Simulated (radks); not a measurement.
Charge is removed step by step from the 3s down level of the phosphorus ion P+, starting from [Ne] 3s(up 1, down 1) 3p2. Method: non-relativistic Kohn-Sham, PBE, spin-polarised, spherical densities, point nucleus; open shells are filled with parallel spins first; computed with a radial shooting solver on a logarithmic mesh with Libxc functionals.

removed (e)  E - E(0) (eV)  eigenvalue (eV)
0                    0.000          -21.808
0.1                  2.228          -22.757
0.2                  4.552          -23.712
0.3                  6.971          -24.674
0.4                  9.487          -25.642
0.5                 12.100          -26.621
0.6                 14.811          -27.615
0.7                 17.623          -28.632
0.8                 20.539          -29.681
0.9                 23.560          -30.734

The mean slope of the eigenvalue, de/dn, is 9.92 eV per electron.
